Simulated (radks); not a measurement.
The numbers below are computed, except where a source is named.
Coulomb parameter of the 4d shell of the silver ion Ag2+ in the model configuration [Kr] 4d8 5p1, as a second difference U = [E(n + 0.5) + E(n - 0.5) - 2 E(n)] / (0.5)^2 with all orbitals relaxed. "Bare": the charge of the atom changes with n. "Screened": the 5p shell takes up the change at fixed total charge, which measures U(4d,4d) + U(5p,5p) - 2 U(4d,5p). Level of theory: scalar-relativistic Kohn-Sham, r2SCAN, spin-unpolarised, spherical densities, finite nucleus; meta-GGA in the generalised Kohn-Sham scheme; Fermi nuclear charge, rms radius 4.5454 fm (a radial shooting solver on a logarithmic mesh with Libxc functionals).

case              configuration  E - E(n) (eV)
start              [Kr] 4d8 5p1          0.000
bare +0.5        [Kr] 4d8.5 5p1        -15.571
bare -0.5        [Kr] 4d7.5 5p1         19.166
screened +0.5  [Kr] 4d8.5 5p0.5         -8.941
screened -0.5  [Kr] 4d7.5 5p1.5          9.780

U(bare) = 14.381 eV, U(screened by 5p) = 3.359 eV, against the Slater integral F0(4d,4d) = 19.613 eV with frozen orbitals.
